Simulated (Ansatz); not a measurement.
`[NH2][Sn]([F])([F])[F]` and `[NH2][Sn]([F])([F])[SeH]` differ in one atom or group.

Ansatz, PBE0-D4/def2-TZVP geometries, multiplicity 1. Each molecule was computed in one conformer, which needn't be the lowest.

Elements past krypton have def2 core potentials. Scalar relativity is left out up to krypton.

```json
{"property": "HOMO energy (B3LYP/def2-TZVPP) / eV", "`[NH2][Sn]([F])([F])[F]`": "-8.88"}
{"property": "LUMO energy (PBE0/def2-TZVPP) / eV", "`[NH2][Sn]([F])([F])[F]`": "-2.43"}
{"property": "HOMO–LUMO gap (B3LYP/def2-TZVPP) / eV", "`[NH2][Sn]([F])([F])[F]`": "6.06"}
{"property": "size of the dipole moment (PBE/def2-TZVPP) / D", "`[NH2][Sn]([F])([F])[F]`": "3.67"}
{"property": "HOMO energy (PBE0/def2-TZVPP) / eV", "`[NH2][Sn]([F])([F])[F]`": "-9.13"}
{"property": "LUMO energy (ωB97M-V/def2-TZVPP) / eV", "`[NH2][Sn]([F])([F])[F]`": "-0.37"}
```

Q: What does the change do to each property? (Estimate.)

A: Ansatz gave: 
| property | `[NH2][Sn]([F])([F])[SeH]` | shift |
| --- | --- | --- |
| HOMO energy (B3LYP/def2-TZVPP) / eV | -7.69 | 1.19 |
| LUMO energy (PBE0/def2-TZVPP) / eV | -2.06 | 0.37 |
| HOMO–LUMO gap (B3LYP/def2-TZVPP) / eV | 5.30 | -0.76 |
| size of the dipole moment (PBE/def2-TZVPP) / D | 2.59 | -1.08 |
| HOMO energy (PBE0/def2-TZVPP) / eV | -7.94 | 1.19 |
| LUMO energy (ωB97M-V/def2-TZVPP) / eV | -0.10 | 0.27 |

With PBE0 the HOMO rises by 1.19 eV and the LUMO rises by 0.37 eV, so the gap narrows by about 0.82 eV. PBE moves the HOMO by 0.86 eV and ωB97M-V by 1.41 eV. Dipoles are sizes alone; their direction can turn.

B3LYP here is the variant with VWN-RPA as its local correlation; programs differ in this.

Spin–orbit coupling is left out; it splits and shifts lone-pair levels of the heavy atoms by tenths of an eV.
